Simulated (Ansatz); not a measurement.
Wavefunction ladder for F2IIn (`[F][In]([F])[I]`)

| atom | x (Å) | y (Å) | z (Å) |
| --- | --- | --- | --- |
| F1 | -1.103 | 1.654 | -0.123 |
| In2 | -0.008 | 0.080 | 0.076 |
| F3 | 0.937 | 0.066 | 1.756 |
| I4 | 0.174 | -1.800 | -1.709 |

Total charge 0; spin multiplicity 1. Correlated methods include outer-core shells of I, In, which these sets cover unevenly. In, I: def2 effective core potential. All single points use the PBE0-D4/def2-TZVP geometry. Frozen core, restricted reference, Ansatz 0.2.0.

| basis | HF (Eh) | MP2 corr. | CCSD corr. | (T) | CCSD(T) total |
| --- | --- | --- | --- | --- | --- |
| def2-SVP | -684.67874 | -0.57253 | -0.58264 | ? | ? |
| def2-TZVPP | ? | -1.26811 | ? | ? | ? |
| def2-QZVPP | -684.97040 | -1.67904 | – | – | – |

**Question.** Fill in the withheld values. (An estimate is asked.)

**Answer.** The calculation gave: def2-SVP (T): -0.01139; def2-SVP CCSD(T) total: -685.27277; def2-TZVPP HF (Eh): -684.95719; def2-TZVPP CCSD corr.: -1.22840; def2-TZVPP (T): -0.03336; def2-TZVPP CCSD(T) total: -686.21895.
